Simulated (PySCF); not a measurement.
## Predicted spectroscopic data

- structure optimised with PBE0-D3(BJ)/def2-SVP
- shielding tensors at PBE0/pcSseg-1 (GIAO)
- code: PySCF
- no relativistic terms, one conformer, isolated molecule, fast rotation and ring inversion assumed for equivalent nuclei

Scale: ¹H (σ = 31.27 ppm) and ¹³C (σ = 184.41 ppm) against TMS (reference shieldings calculated alike). Where no couplings were computed, multiplicities follow the n + 1 count of equivalent neighbours, and m marks all less simple cases (inequivalent or close neighbours, rings, F or P nearby). Shifts are as computed. Against solution values, carbons near 30 ppm lie about +2 ppm off and those near 130 ppm about +5 ppm. Of 1211 compounds with measured shifts, 218 miss one by over three times the rms of a fit or turn the order of signals round; such compounds aren't used in these exercises.

**1.** Isoquinoline (c1ccc2cnccc2c1, C$_{9}$H$_{7}$N). ¹H NMR (500 MHz, computed): δ 9.37 (s, 1H), 8.88 (d, 1H), 8.05 (d, 1H), 7.98 (m, 1H), 7.83 (m, 1H), 7.75 (m, 1H), 7.62 (d, 1H). ¹³C{¹H} NMR (computed): δ 157.8 (CH), 150.2 (CH), 139.2 (C), 135.2 (CH), 133.8 (CH), 132.4 (CH), 132.1 (CH), 131.4 (C), 125.1 (CH).

**2.** 2,5-dimethylanisole (COc1cc(C)ccc1C, C$_{9}$H$_{12}$O). ¹H NMR (500 MHz, computed): δ 7.12 (d, 1H), 6.77 (d, 1H), 6.37 (s, 1H), 3.71 (s, 3H), 2.33 (s, 3H), 2.18 (s, 3H). ¹³C{¹H} NMR (computed): δ 162.4, 141.5, 135.6, 128.2, 125.2, 111.6, 53.8, 23.3, 18.9.
